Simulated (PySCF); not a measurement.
Task: Give a PBE0-D3(BJ)/def2-SVP geometry of InChI=1S/C4H14Si4/c1-2-4(3-1)8-6-5-7-8/h4,8H,1-3,5-7H2.

Result: 
```
atom  x, y, z in Å
C1    -2.416    0.756   -1.139
C2    -2.249    0.818    0.391
C3    -1.301   -0.405    0.298
Si4    0.227   -0.507    1.408
Si5    1.843   -1.977    0.494
Si6    2.771   -0.134   -0.664
Si7    1.729    1.265    0.935
C8    -1.131   -0.091   -1.210
H9    -3.301    0.167   -1.425
H10   -2.435    1.706   -1.693
H11   -3.148    0.716    1.018
H12   -1.713    1.729    0.703
H13   -1.879   -1.337    0.419
H14   -0.153   -0.710    2.842
H15    2.803   -2.452    1.542
H16    1.372   -3.152   -0.305
H17    2.134    0.017   -2.011
H18    4.257   -0.060   -0.819
H19    2.663    1.480    2.086
H20    1.187    2.589    0.492
H21   -0.247    0.538   -1.406
H22   -1.103   -0.942   -1.906
```

Orientation and origin are arbitrary. Atoms count from 1 in this order. Of the pairs four or more bonds apart, Si7···H21 is among the closest relative to their van der Waals radii: 3.15 Å, 95 % of the sum of Bondi's values. Si6 (SiH2 silicon) has angles from 87.6° to 118.6°. Si5 (SiH2 silicon) has angles from 88.4° to 118.6°. The 4-membered ring Si4–Si5–Si6–Si7 has internal angles of 87.4° to 88.4° (sum 352°, against 360° for a flat polygon); it is puckered, 0.22 Å rms from its mean plane, widest ring torsion 21°.

Bonds between heavy atoms (Å): C1–C2 1.540, C2–C3 1.550, C3–Si4 1.891, Si4–Si5 2.369, Si5–Si6 2.366, Si6–Si7 2.366, C3–C8 1.549, C1–C8 1.540, Si4–Si7 2.370.

The calculation used PySCF, PBE0-D3(BJ)/def2-SVP geometry optimisation, gas phase.

Point group: C1 (no symmetry element, even within 0.4 Å). No frequency check. The numbers are those of one conformer (C2–C3–Si4–Si5 -158°, C8–C1–C2–C3 -19°, C1–C2–C3–Si4 142°, C3–Si4–Si5–Si6 90°, Si4–Si5–Si6–Si7 21°).
